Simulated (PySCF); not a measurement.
Species: VF2Cl2 (doublet state).
Bonds: V1–F2, V1–F3, V1–Cl4, V1–Cl5.

Computed with PBE0-D3(BJ)/def2-SVP geometry optimisation, gas phase in PySCF.

(1) How far are the bound atoms from V1?

(2) List the angles at V1.

(3) What is the shape at V1?

(4) What are the rotational constants (commonest isotopes, rigid rotor)?

Answers

(1) 4 atoms: F3 1.691 Å, F2 1.692 Å, Cl5 2.134 Å, Cl4 2.134 Å.

(2) 
| angle | degrees | distance of the outer atoms (Å) |
| --- | --- | --- |
| F2–V1–F3 | 121.4 | 2.95 |
| F2–V1–Cl4 | 107.4 | 3.09 |
| F2–V1–Cl5 | 107.4 | 3.09 |
| F3–V1–Cl4 | 106.8 | 3.08 |
| F3–V1–Cl5 | 106.7 | 3.08 |
| Cl4–V1–Cl5 | 106.2 | 3.41 |

(3) Distorted tetrahedral: angles from 106.2° to 121.4°; τ4 = (360° − α − β)/141° = 0.93 with α and β the two widest (0 for a square, 1 for a tetrahedron). Differences among atoms that C2v makes equivalent are scatter left by the optimiser.

(4) A = 2500, B = 1765, C = 1563 MHz: an asymmetric top.

Point group: C2v (tolerance 0.08 Å). Charge 0, doublet. ⟨S²⟩ = 0.758 (exact for a doublet: 0.75). Not checked by PBE0-D3(BJ)/def2-SVP frequencies.

For an open-shell metal species like this, the optimisation's SCF solution wasn't tested for stability and no frequencies at its level were run, so a lower state or another shape may exist.
